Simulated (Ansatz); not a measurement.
Ansatz (a program for electronic structure) input file for Si(H)(F)(Cl)(OMe) (CH₄ClFOSi), SMILES Cl[SiH](OC)F, PBE/def2-SVPD. Coordinates come from a B3LYP-D3(BJ)/def2-SVP optimisation. One conformer was computed; it need not be the lowest.

Ansatz 0.2 input:
```yaml
crystal:
  periodic: [false, false, false]
  atoms:
    - {symbol: Si, position_ang: [0.07590377, 0.15583396, 0.44836506]}
    - {symbol: F, position_ang: [-0.00757023, 1.74018272, 0.12466719]}
    - {symbol: Cl, position_ang: [1.85927014, -0.56624439, -0.24853015]}
    - {symbol: O, position_ang: [-1.11450409, -0.62998233, -0.35504004]}
    - {symbol: C, position_ang: [-2.50379662, -0.37336376, -0.25582443]}
    - {symbol: H, position_ang: [-0.01237605, 0.00529217, 1.91335909]}
    - {symbol: H, position_ang: [-2.74788493, 0.64955930, -0.58967640]}
    - {symbol: H, position_ang: [-2.86952351, -0.50308905, 0.77884808]}
    - {symbol: H, position_ang: [-3.03351628, -1.08888638, -0.90136689]}
basis:
  gaussian:
    orbitals: def2-SVPD
hamiltonian:
  xc: {name: PBE}
```

Output:

```
Functional definition: PBE
integrals: 0.09 GiB planned
1299 factors; their error is unknown
mean field: 0.54 GiB planned
mean field evaluation 1: about -26236.7529 eV, gradient 6.4e1 eV
mean field evaluation 2: about -26203.9053 eV, gradient 1.4e2 eV
mean field evaluation 4: about -26244.3749 eV, gradient 1.1e1 eV
mean field evaluation 8: about -26244.5779 eV, gradient 2.1e-1 eV
mean field evaluation 16: about -26244.5282 eV, gradient 1.4e-4 eV
mean field -26244.52820744 eV, -964.4686224432 hartree, gradient 4.1e-5 eV, S^2 0.000000; 0 other end points of the search recorded, 0 dependent functions left out
reference -26244.52825465 eV, -964.4686241784 hartree; 29, 29 occupied and 120, 120 virtual orbitals, 1299 factors
Total energy: -26244.52825465 eV, -964.4686241784 hartree
```

The run converged.
